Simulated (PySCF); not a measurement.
# `CC[C@@H](Cl)/C=C\C#N`, C₆H₈ClN

Cartesian coordinates in Å; atom numbers follow the order of the lines, from 1:
```xyz
16

C    -2.2757   -0.4861    0.5334
C    -1.1636    0.4805    0.1480
C     0.0389   -0.2368   -0.4603
Cl   -0.4262   -0.9639   -2.0465
C     1.1682    0.6926   -0.7330
C     2.3891    0.5596   -0.2130
C     2.7414   -0.4788    0.6725
N     3.0421   -1.3130    1.3998
H    -3.1161    0.0592    0.9551
H    -1.9206   -1.2001    1.2732
H    -2.6220   -1.0343   -0.3389
H    -0.8151    1.0130    1.0374
H    -1.5389    1.2174   -0.5649
H     0.3552   -1.0699    0.1729
H     0.9531    1.5103   -1.4070
H     3.1826    1.2591   -0.4402
```

The calculation used quadratic response LC-wPBE/def2-SVPD first hyperpolarisability, Taylor convention, gas phase (PySCF). Geometry: GFN2-xTB.

Question: Give β for the processes computed.

Answer: In 10⁻³⁰ esu, Taylor convention; the vector part is βᵢ = ⅓ Σⱼ (βᵢⱼⱼ + βⱼᵢⱼ + βⱼⱼᵢ); β∥ is 3/5 of the vector part along the dipole, the dipole points from − to +:
| process | λ (nm) | β vector norm | β∥ | β HRS | depolarisation ratio |
| --- | --- | --- | --- | --- | --- |
| static β(0;0,0) | ∞ | 0.46 | -0.08 | 0.18 | 6.12 |
| second harmonic β(−2ω;ω,ω) | 1064 | 0.52 | -0.09 | 0.20 | 6.30 |
| Pockels β(−ω;ω,0) | 1064 | 0.48 | -0.09 | – | – |

Question: Which lowest excitations, dipole and polarisabilities go with it?

Answer: S1 6.35 eV (f = 0.411); S2 6.71 eV (f = 0.039); S3 6.93 eV (f = 0.005); dipole 3.83 D; isotropic α 88.3 au static, 89.1 au at 1064 nm, 91.7 au at 532 nm.
